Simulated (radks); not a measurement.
Spin polarisation of the 4d8 shell in Rh. Start: [Kr] 4d(up 4, down 4) 5s(up 0.5, down 0.5); electrons of 4d are moved from spin down to spin up, other shells keep equal spins. Calculated with a radial shooting solver on a logarithmic mesh with Libxc functionals: non-relativistic Kohn-Sham, r2SCAN, spin-polarised, spherical densities, point nucleus; meta-GGA in the generalised Kohn-Sham scheme.

moment (Bohr magnetons),E - E(0) (eV),e(4d up) (eV),e(4d down) (eV),5s down minus up (eV),4p down minus up (eV),4s down minus up (eV)
0,0.000,-6.462,-6.462,0.000,0.000,0.000
0.5,-0.054,-6.672,-6.243,0.101,0.461,0.444
1,-0.214,-6.873,-6.015,0.202,0.922,0.889
1.5,-0.483,-7.065,-5.778,0.305,1.383,1.333
2,-0.858,-7.248,-5.530,0.409,1.844,1.777

At moment 2 the spin-polarisation energy is -0.858 eV and the 4d exchange splitting 1.718 eV, that is 0.859 eV per Bohr magneton; E = -I m^2/4 would give I = 0.858 eV.
